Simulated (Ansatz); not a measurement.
The first iterations of a band of C$_{2}$H$_{6}$ClFMg (11 atoms, charge 0, multiplicity 1).

All numbers below come from RKS PBE0-D4/STO-3G in Ansatz 0.2.0.

```yaml
movable_images: 5
climbing_image: yes
spring: 5.0 eV/Å²
optimiser: quadratic models (default)
start_path: through a guess of the saddle point
force_threshold: 0.03 eV/Å
iteration_limit: 60
end_points: relaxed
```

First end point:

```xyz
11
Properties=species:S:1:pos:R:3
Mg -0.822 1.134 -0.931
C 0.621 -0.208 -0.683
C 0.611 -0.958 0.676
Cl -1.976 2.504 -2.066
H -0.959 0.550 1.307
F -1.516 1.193 0.812
H 0.585 -0.978 -1.468
H 1.614 0.253 -0.785
H -0.321 -1.524 0.832
H 0.734 -0.274 1.536
H 1.429 -1.690 0.771
```

Last end point:

```xyz
11
Properties=species:S:1:pos:R:3
Mg -1.509 1.418 -0.358
C 1.169 -0.298 -0.384
C 0.105 -0.805 0.612
Cl -3.304 1.207 0.724
H 0.769 0.620 -0.904
F -0.198 1.808 -1.343
H 1.395 -1.076 -1.123
H 2.095 -0.052 0.149
H -0.834 -1.072 0.099
H -0.124 -0.047 1.380
H 0.435 -1.704 1.148
```

| iteration | highest image above the first end (eV) | largest band force component (eV/Å) |
| --- | --- | --- |
| 1 | 7.746 | 35.173 |
| 2 | 2.717 | 15.707 |
| 3 | 0.389 | 6.952 |
| 4 | 0.227 | 2.686 |
| 5 | 0.215 | 1.070 |

**Question.** Does the band converge within its limit, and where does its top end?

**Answer.** The forces met the threshold. It ended after 17 iterations with the highest image 0.154 eV above the first end. A vibrational analysis at the climbing image gives one clearly imaginary mode, 198i cm⁻¹: a first-order saddle point. The orbitals stay closed-shell, which can raise the energy where a bond breaks towards radicals; this wasn't checked here. Limits of this set-up: minimal basis.

Time of the run: 4 min on 1 thread of Intel(R) Xeon(R) Platinum 8259CL CPU @ 2.50GHz (Skylake/Cascade Lake), with other jobs on the host, peak memory 0.18 GiB.
